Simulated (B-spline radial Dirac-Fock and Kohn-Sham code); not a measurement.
A summary of the ionisation energies of nickel (Z = 28) against charge, from Dirac-Fock (average of configuration) total-energy differences with a finite nucleus, the Breit interaction including its frequency dependence, and self-energy and vacuum-polarisation corrections and from the NIST table. The largest relative steps of the computed values, from charge +5 on, come at Ni⁵⁺ (23 electrons left, 78.10 to 103.2 eV); Ni¹⁰⁺ (18 electrons left, 222.9 to 319.2 eV); Ni¹⁸⁺ (10 electrons left, 606.3 to 1544.4 eV); Ni²⁶⁺ (2 electrons left, 2399.1 to 10287.4 eV). The median of |NIST − computed| / NIST over the 28 ions is 0.51 %.

```
charge  computed (eV)  NIST (eV)
     0           6.62   7.639878
     2          34.50     35.187
     4          78.10      76.06
     6          130.3        132
     8          190.2      193.2
    10          319.2      319.5
    12          386.7      384.5
    14          457.9      462.8
    16          566.8     571.07
    18         1544.4     1540.1
    20         1765.6       1758
    22         1998.3     2008.1
    24         2288.5     2295.6
    26        10287.4   10288.88
```
